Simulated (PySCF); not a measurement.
C2BrCl2F, SMILES F/C(Cl)=C(/Cl)Br.

Geometry optimised at PBE0-D3(BJ)/def2-SVP. The structure was generated by enumeration; whether it is a known compound was not checked.

Calculation: HF/def2-TZVP (PySCF).

```
Item                                                                                                            Value
---------------------------------------------------------------------------------------------  ----------------------
total energy                                                                                      -3666.62576 hartree
point group                                                                                                        Cs
highest occupied level                                                                                       -9.89 eV
lowest empty level                                                                                            3.17 eV
orbital gap                                                                                                  13.06 eV
dipole moment                                                                                                  0.46 D
quadrupole, principal values (traceless, Buckingham form, about the centre of nuclear charge)  -2.78, -1.02, 3.81 D·Å
mean static polarisability                                                                       65.2 bohr³ (9.66 Å³)
polarisability, principal values                                                               40.7, 65.5, 89.5 bohr³
```
